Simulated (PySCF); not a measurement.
Gas-phase reaction: WO₂(OH)₂ + WOCl₄ = 2 WO₂Cl₂ + H₂O, at 600 K and a standard pressure of 1 bar. Level: GFN2-xTB.

Computed with PySCF (xtb for GFN2) and rigid-rotor harmonic-oscillator thermochemistry at 1 bar. All species are closed-shell singlets. No R ln 2 is added for the mirror-image form of WO₂(OH)₂. The harmonic model lacks anharmonicity and excited electronic states, which grow with temperature; levels with a mode under 35 cm⁻¹ are left out. Soft modes under 120 cm⁻¹ make the harmonic entropy rough for WOCl₄, WO₂Cl₂. Warning, point group unlike the PBE0 one: WO₂(OH)₂ (GFN2-xTB).

```csv
species,E (Ha),H(600 K) − E (kJ/mol),S°(600 K) (J/mol/K)
WO₂(OH)₂,-19.78727,132.4,446.4
WOCl₄,-24.93918,82.7,494.4
WO₂Cl₂,-19.80520,69.2,421.3
H₂O,-5.07054,73.3,212.9
```
E: electronic energy; H − E holds the zero-point and thermal terms. 1 Ha = 2625.5 kJ/mol.

Problem. Work out ΔH°, ΔS°, ΔG° and log10 K from these numbers.

Solution. 1. ΔE = 2×(-19.80520) + 1×(-5.07054) − 1×(-19.78727) − 1×(-24.93918) = 0.04551 Ha = 119.5 kJ.
2. Δ(H − E) = 2×(69.2) + 1×(73.3) − 1×(132.4) − 1×(82.7) = -3.4 kJ, so ΔH° = 116.1 kJ.
3. ΔS° = 2×(421.3) + 1×(212.9) − 1×(446.4) − 1×(494.4) = 114.7 J/K; the number of gas molecules changes by +1.
4. ΔG° = ΔH° − TΔS° = 116.1 − 600×(114.7)/1000 = 47.3 kJ.
5. log10 K = −ΔG°/(RT ln 10) = -4.12, with RT ln 10 = 11.49 kJ/mol; at standard pressures the reactants are favoured.
6. A shift of 10 kJ in ΔE would move log10 K by 0.87 here.
7. Lowering the total pressure from 1 bar to 0.01 bar multiplies the mole-fraction quotient K_x = K (p/p°)^(−Δn) by 10^2, which pushes the balance towards the products.
For scale, ΔH°(298 K) is 123 kJ at this level, 7 kJ at ωB97M-V/def2-TZVP†, and runs from -59 to 123 kJ over the 17 levels computed († marks an energy on the PBE0/def2-TZVP geometry).
